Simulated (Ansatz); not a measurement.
C2H6AlNS. Charge 0, multiplicity 1. The bonds changed during the relaxation, so this is another structure than the one it started from.

| atom | x (Å) | y (Å) | z (Å) |
| --- | --- | --- | --- |
| C1 | 1.413 | -1.086 | -0.481 |
| C2 | 0.202 | -0.246 | -0.278 |
| N3 | -0.058 | 0.398 | 0.824 |
| S4 | -0.979 | -0.056 | -1.508 |
| Al5 | -1.741 | 1.219 | 0.322 |
| H6 | 2.054 | -1.091 | 0.402 |
| H7 | 1.978 | -0.712 | -1.337 |
| H8 | 1.113 | -2.109 | -0.716 |
| H9 | 0.603 | 0.323 | 1.584 |
| H10 | -2.977 | 0.574 | 1.080 |
| H11 | -1.608 | 2.786 | 0.108 |

**Question.** Give the diagnostics of a CCSD(T)/def2-TZVPP run (frozen core, the Gaussian-basis code of Ansatz). (Estimate.)

**Answer.** Ansatz gave: T1 = 0.0152, largest single amplitude 0.037, largest double 0.045, (T) share of the correlation energy 4.4 %, 11 CCSD cycles. The RHF solution is stable towards an unrestricted one. T1 lies under the customary mark of 0.02 for closed shells.
